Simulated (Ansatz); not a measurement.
All numbers were calculated with Ansatz.

A structure relaxed at PBE0-D4/def2-TZVP, charge 0, multiplicity 1:

```xyz
10

O    -1.447   -0.836   -1.043
Si   -0.127    0.101   -0.782
S    -0.615    2.114   -0.274
C     0.947   -0.575    0.619
F     0.347   -0.322    1.855
H    -2.229   -0.659   -0.517
H     0.644    0.084   -2.046
H    -0.536    1.857    1.044
H     1.080   -1.658    0.526
H     1.936   -0.105    0.618
```

Q: Give its formula and SMILES.

A: CH5FOSSi, `O[SiH](S)CF`.

Q: Summarise the bond lengths by kind.

A: 1 × O–Si 1.640 Å; 1 × H–O 0.959 Å; 1 × S–Si 2.132 Å; 1 × C–Si 1.891 Å; 1 × H–Si 1.480 Å; 1 × H–S 1.346 Å; 1 × C–F 1.396 Å; 2 × C–H 1.095 Å.
